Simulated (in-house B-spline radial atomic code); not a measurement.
Inner levels of gold as electrons are removed. A shift is the extra binding of the orbital against the neutral atom ([Xe] 4f14 5d10 6s1). The density at the nucleus is averaged over the nuclear charge. Computed with a radial B-spline atomic code at the basis-set limit: Dirac-Hartree-Fock, average of the configuration, finite nuclei.

```json
{"ion": "Au71+", "configuration": "[He] 2s2 2p4", "shift of 1s1/2 (eV)": "7487.68", "radius of 1s1/2 (bohr)": "0.01683", "Σ<r²> (bohr²)": "0.030701", "change of density at nucleus (bohr⁻³)": "-66211.9"}
{"ion": "Au72+", "configuration": "[He] 2s2 2p3", "shift of 1s1/2 (eV)": "8012.48", "radius of 1s1/2 (bohr)": "0.016819", "Σ<r²> (bohr²)": "0.025772", "change of density at nucleus (bohr⁻³)": "-65748.5"}
{"ion": "Au73+", "configuration": "[He] 2s2 2p2", "shift of 1s1/2 (eV)": "?", "radius of 1s1/2 (bohr)": "?", "Σ<r²> (bohr²)": "?", "change of density at nucleus (bohr⁻³)": "?"}
{"ion": "Au74+", "configuration": "[He] 2s2 2p1", "shift of 1s1/2 (eV)": "9077.34", "radius of 1s1/2 (bohr)": "0.016798", "Σ<r²> (bohr²)": "0.016263", "change of density at nucleus (bohr⁻³)": "-64929.8"}
{"ion": "Au75+", "configuration": "[He] 2s2", "shift of 1s1/2 (eV)": "?", "radius of 1s1/2 (bohr)": "?", "Σ<r²> (bohr²)": "?", "change of density at nucleus (bohr⁻³)": "?"}
{"ion": "Au76+", "configuration": "[He] 2s1", "shift of 1s1/2 (eV)": "10110.7", "radius of 1s1/2 (bohr)": "0.016785", "Σ<r²> (bohr²)": "0.0061825", "change of density at nucleus (bohr⁻³)": "-193232"}
{"ion": "Au77+", "configuration": "1s2", "shift of 1s1/2 (eV)": "10607.5", "radius of 1s1/2 (bohr)": "0.016778", "Σ<r²> (bohr²)": "0.00077695", "change of density at nucleus (bohr⁻³)": "-324212"}
{"ion": "Au78+", "configuration": "1s1", "shift of 1s1/2 (eV)": "12154.1", "radius of 1s1/2 (bohr)": "0.016683", "Σ<r²> (bohr²)": "0.0003839", "change of density at nucleus (bohr⁻³)": "-1.12564e+06"}
```

(1) Fill in the row of Au73+.

(2) Fill in the row of Au75+.

Results:

(1) shift of 1s1/2 (eV): 8542.37; radius of 1s1/2 (bohr): 0.016809; Σ<r²> (bohr²): 0.02096; change of density at nucleus (bohr⁻³): -65320.6.

(2) shift of 1s1/2 (eV): 9617.41; radius of 1s1/2 (bohr): 0.016787; Σ<r²> (bohr²): 0.011677; change of density at nucleus (bohr⁻³): -64577.7.
